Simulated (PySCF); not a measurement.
Calculation: PBE-D3(BJ)/def2-TZVP // PBE-D3(BJ)/def2-SVP (PySCF 2.14.0). All species are isolated molecules in the gas phase. One relaxed conformer stands for a flexible species; it need not be the lowest. 

Reference species: [Zn(OH)(H)] (neutral, multiplicity 1).

The LUMO is -1.27 eV and the charge on the central atom (meta-Löwdin) comes out as 1.00 e.

Changed species: [Zn(H)2] (2 of 2 OH replaced by H; the reference has 1 of 2 OH replaced by H).

Q: Give the shifts of the LUMO and charge on the central atom (meta-Löwdin).

A: the LUMO drops by 0.13 eV, to -1.40 eV; the charge on the central atom (meta-Löwdin) decreases by 0.17 e, to 0.83 e.
